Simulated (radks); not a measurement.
Pd17+, configuration [Ar] 3d10 4s1.

Calculated with a radial shooting solver on a logarithmic mesh with Libxc functionals: Dirac Kohn-Sham, PBE, spin-unpolarised, spherical densities, finite nucleus; Fermi nuclear charge, rms radius 4.5318 fm.

Energy parts (eV):
total: -134301.639
kinetic: 140388.573
electron-nucleus: -312122.328
Hartree: 40964.945
exchange-correlation: -3532.828

Orbitals (lengths in bohr, moments of r in powers of bohr; r(90%) holds 90 % of the orbital's charge):
[
 {"orbital": "1s1/2", "occ.": "2", "eigenvalue (eV)": "-24601.54", "r(90%)": "0.0571", "<r>": "0.03185"},
 {"orbital": "2s1/2", "occ.": "2", "eigenvalue (eV)": "-3965.155", "r(90%)": "0.213", "<r>": "0.1378"},
 {"orbital": "2p1/2", "occ.": "2", "eigenvalue (eV)": "-3711.710", "r(90%)": "0.192", "<r>": "0.1170"},
 {"orbital": "2p3/2", "occ.": "4", "eigenvalue (eV)": "-3551.853", "r(90%)": "0.198", "<r>": "0.1219"},
 {"orbital": "3s1/2", "occ.": "2", "eigenvalue (eV)": "-1055.465", "r(90%)": "0.551", "<r>": "0.3747"},
 {"orbital": "3p1/2", "occ.": "2", "eigenvalue (eV)": "-955.3076", "r(90%)": "0.550", "<r>": "0.3658"},
 {"orbital": "3p3/2", "occ.": "4", "eigenvalue (eV)": "-926.6461", "r(90%)": "0.564", "<r>": "0.3760"},
 {"orbital": "3d3/2", "occ.": "4", "eigenvalue (eV)": "-750.3104", "r(90%)": "0.546", "<r>": "0.3465"},
 {"orbital": "3d5/2", "occ.": "6", "eigenvalue (eV)": "-744.4837", "r(90%)": "0.551", "<r>": "0.3498"},
 {"orbital": "4s1/2", "occ.": "1", "eigenvalue (eV)": "-445.9993", "r(90%)": "1.15", "<r>": "0.8142"}
]

The highest occupied level is 4s1/2 at -446.00 eV. The electron density at the nucleus is 1.328e+05 e/bohr^3. The density falls to 0.001 e/bohr^3 at r = 1.62 bohr.
